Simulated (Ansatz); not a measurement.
Reactions of AsGaH$_{5}$N (`N[AsH][GaH2]`).

Calculated with Ansatz (gas phase, PBE0-D4/def2-TZVP geometries, no zero-point term in ΔE). CBS: MP2 limit from def2 TZ/QZ plus the TZ coupled-cluster correction, frozen cores. This one scheme is used for every species, atoms too. For atomizations the MP2-based limit and the directly extrapolated one differ by several kJ/mol either way, and by 10 to 25 for some Ge, Se and Sn compounds, so smaller differences from it don't rank the levels. Functionals use def2-TZVPP. No spin–orbit coupling; open shells (•) take unrestricted orbitals. Spin–orbit coupling would lower the free atoms: clearly for Ga. Bonds to As, Ga are less sure, by a few kJ/mol each and by 10 to 20 or more in all where they break to atoms, as the def2 sets lack core-valence functions. Scalar relativity is left out up to krypton. One conformer a species, not always the lowest.

```json
{"reaction": "`N[AsH][GaH2]` → As• + Ga• + 5 H• + N•", "ωB97X-V (kJ/mol)": "2091", "B97M-V (kJ/mol)": "2081", "revPBE-D4 (kJ/mol)": "2029", "ωB97M-V (kJ/mol)": "2057"}
{"reaction": "`N[AsH][GaH2]` + H₂ → `N[AsH2]` + `[GaH3]`", "ωB97X-V (kJ/mol)": "25", "B97M-V (kJ/mol)": "17", "revPBE-D4 (kJ/mol)": "44", "ωB97M-V (kJ/mol)": "28"}
{"reaction": "`N[AsH][GaH2]` + `B[AsH]N` → `B[As](N)[GaH2]` + `N[AsH2]`", "ωB97X-V (kJ/mol)": "-38", "B97M-V (kJ/mol)": "-43", "revPBE-D4 (kJ/mol)": "-45", "ωB97M-V (kJ/mol)": "-41"}
{"reaction": "`N[AsH][GaH2]` + `N[SiH3]` → `N[AsH]N[SiH3]` + `[GaH3]`", "ωB97X-V (kJ/mol)": "46", "B97M-V (kJ/mol)": "42", "revPBE-D4 (kJ/mol)": "54", "ωB97M-V (kJ/mol)": "48"}
```

Q: Give the CCSD(T)/CBS values in the same order. (Estimate.)

A: Ansatz gave: 2063, 37, -42, 55 kJ/mol.

Largest T1 diagnostic: 0.016, for `B[As](N)[GaH2]`.
